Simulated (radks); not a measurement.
Values are calculated unless marked as measured or tabulated.
Valence configurations of Zn+ (all share [Ar]). Level of theory: scalar-relativistic Kohn-Sham, r2SCAN, spin-polarised, spherical densities, finite nucleus; open shells are filled with parallel spins first; meta-GGA in the generalised Kohn-Sham scheme; Fermi nuclear charge, rms radius 3.9283 fm (a radial shooting solver on a logarithmic mesh with Libxc functionals). Order these by energy: 3d10 4p1; 3d8 4s2 4p1; 3d9 4s1.5 4p0.5; 3d9 4s1 4p1; 3d9 4s0.5 4p1.5; 3d9.5 4s1.5; 3d9 4s2; 3d9.5 4s1 4p0.5; 3d10 4s0.5 4p0.5; 3d10 4s1.

Answer. From the lowest, in eV above it: 3d10 4s1 0.000; 3d10 4s0.5 4p0.5 3.342; 3d9.5 4s1.5 3.938; 3d9.5 4s1 4p0.5 6.455; 3d10 4p1 6.582; 3d9 4s2 8.524; 3d9 4s1.5 4p0.5 11.746; 3d9 4s1 4p1 14.077; 3d9 4s0.5 4p1.5 17.876; 3d8 4s2 4p1 28.309. NIST lists [Ar] 3d10 4s1 as the ground configuration; this level of theory agrees among the configurations tried. The energies are those of spherical high-spin densities, not of single terms.
